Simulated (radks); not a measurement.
All-electron atom: Se in [Ar] 3d10 4s2 4p3 6d1 (not the ground configuration).

Calculated with a radial shooting solver on a logarithmic mesh with Libxc functionals: scalar-relativistic Kohn-Sham, LDA (Slater exchange, Perdew-Wang correlation), spin-polarised, spherical densities, point nucleus; open shells are filled with parallel spins first.

Energy parts (eV):
| part | energy |
|---|---|
| total | -66027.842 |
| kinetic | 67353.985 |
| electron-nucleus | -158986.354 |
| Hartree | 27900.691 |
| exchange-correlation | -2296.163 |

Orbitals (lengths in bohr, moments of r in powers of bohr; <r^-3> diverges for s and p1/2):
| orbital | occ. | eigenvalue (eV) | <r> | <r^-3> |
|---|---|---|---|---|
| 1s up | 1 | -12492.69 | 0.04414 | - |
| 1s down | 1 | -12492.50 | 0.04414 | - |
| 2s up | 1 | -1613.612 | 0.1962 | - |
| 2s down | 1 | -1613.497 | 0.1962 | - |
| 2p up | 3 | -1421.861 | 0.1713 | 1225 |
| 2p down | 3 | -1421.693 | 0.1713 | 1225 |
| 3s up | 1 | -221.6145 | 0.5754 | - |
| 3s down | 1 | -221.3714 | 0.5751 | - |
| 3p up | 3 | -161.6678 | 0.5906 | 174.3 |
| 3p down | 3 | -161.3875 | 0.5900 | 174.5 |
| 3d up | 5 | -62.3856 | 0.6322 | 19.94 |
| 3d down | 5 | -61.9918 | 0.6284 | 20.06 |
| 4s up | 1 | -26.5270 | 1.740 | - |
| 4s down | 1 | -24.0958 | 1.742 | - |
| 4p up | 3 | -15.0206 | 2.098 | 13.67 |
| 4p down | 0 | -12.6595 | 2.151 | 13.29 |
| 6d up | 1 | -0.5003 | 24.95 | 0.02284 |
| 6d down | 0 | -0.3520 | 22.96 | 0.04810 |

The highest occupied level is 6d up at -0.500 eV. The configuration is held as typed, so some empty levels lie below it. Summed over all electrons, <r^2> = 724.7 bohr^2, which gives a Langevin (diamagnetic) susceptibility term of -574 x 10^-6 cm^3/mol.
